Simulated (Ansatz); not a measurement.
Molecule: sum formula AlBr₂Cl, charge 0, multiplicity 1. SMILES: [Cl][Al]([Br])[Br]
Geometry: optimised at B3LYP-D3(BJ)/def2-TZVP (Ansatz, a first-principles code).

Wanted: vertical triplet-singlet gap (E(triplet) - E(singlet); each state is the SCF solution reached for its spin; for the triplet the Hartree-Fock reference is unstable and T1 is 0.023), in kJ/mol. Cores are frozen in the correlated levels unless marked. Open shells are spin-unrestricted. No spin-orbit coupling. The frozen core is the preceding noble-gas configuration, with the filled d and f shells of earlier blocks. No relativistic terms.  The program attaches cautions to a run behind CCSD(T)/def2-SVPD: other roots. The program attaches cautions to a run behind CCSD(T)/def2-TZVPPD: other roots.

```
level                program  vertical triplet-singlet gap (kJ/mol)
-------------------  -------  -------------------------------------
RI-HF/def2-TZVPPD     Ansatz                                  585.0
RI-HF/def2-QZVPPD     Ansatz                                  582.5
r2SCAN/def2-TZVPD     Ansatz                                  525.1
PBE0/def2-TZVPD       Ansatz                                  540.0
wB97M-V/def2-TZVPD    Ansatz                                  592.3
B2PLYP/def2-TZVPD     Ansatz                                  566.5
RI-MP2/def2-TZVPPD    Ansatz                                  647.9
CCSD(T)/def2-SVPD     Ansatz                                  597.1
CCSD(T)/def2-TZVPPD   Ansatz                                  597.1
```
